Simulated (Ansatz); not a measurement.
Mulliken charges of CBClFN (`N#CB(F)Cl`) from PBE/def2-TZVPP in Ansatz (PBE0-D4/def2-TZVP geometry).

```csv
atom,x (Å),y (Å),z (Å),charge (e)
N1,1.658,-0.816,1.107,0.071
C2,0.752,-0.429,0.512,-0.226
B3,-0.449,0.109,-0.285,0.350
F4,-1.458,-0.684,-0.533,-0.142
Cl5,-0.453,1.745,-0.842,-0.054
```

Problem. By hand: the dipole of these point charges (1 e Å = 4.8032 D).

Solution. Σ q r = (0.022, 0.080, -0.016) e Å, of length 0.084 e Å = 0.40 D.

Problem. How does the dipole of the full density compare? (Estimate.)

Solution. Computed: (-0.319, 0.232, -0.242) e Å, 2.22 D; the point charges give 0.18 times that, at 67° from its direction.

Point charges leave out the atoms' own dipoles, such as those of lone pairs, and Mulliken's split depends on the basis, so the two needn't agree.
